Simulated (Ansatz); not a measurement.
System: C3H7Si, net charge 0, doublet state. It need not be the lowest isomer of its formula. 
Geometry from a B3LYP-D3(BJ)/def2-TZVP (Ansatz, a quantum-chemistry and plane-wave program) optimisation:
```
C
H 1 1.0916
H 1 1.0939 2 107.58
C 1 1.5027 2 110.53 3 -120.33
C 4 1.3056 1 126.40 2 -16.01
H 5 1.0775 4 138.23 1 -178.69
H 4 1.0956 5 118.13 6 -0.93
Si 1 1.8915 2 108.66 3 116.90
H 8 1.4805 1 109.99 2 57.43
H 8 1.4830 9 108.90 1 -120.36
H 8 1.4836 9 109.27 10 -118.65
```
Charge 0, spin multiplicity 2.

Atomisation energy built up term by term with Ansatz (kcal/mol; UHF references for open shells; valence terms freeze the core; atomic spin-orbit terms are left out). Basis-set limits of correlation are two-point, X^-3; Hartree-Fock from the larger set.

The UHF reference is spin-contaminated (<S^2> 0.17 over the pure value in the largest basis). 

```
term                                                    basis  kcal/mol
-----------------------  ------------------------------------  --------
Hartree-Fock                                  aug-cc-pV(Q+d)Z    724.90
CCSD correlation         CBS(aug-cc-pV(T+d)Z,aug-cc-pV(Q+d)Z)    211.84
(T)                      CBS(aug-cc-pV(T+d)Z,aug-cc-pV(Q+d)Z)     12.70
core correlation                                    cc-pwCVTZ      3.12
scalar relativity (X2C)            cc-pVTZ-DK against cc-pVTZ     -1.15
sum: De                                                           951.4
```

(T) makes 1.3 % of the CCSD(T) atomisation energy; under 5 % is typical of single-reference molecules.
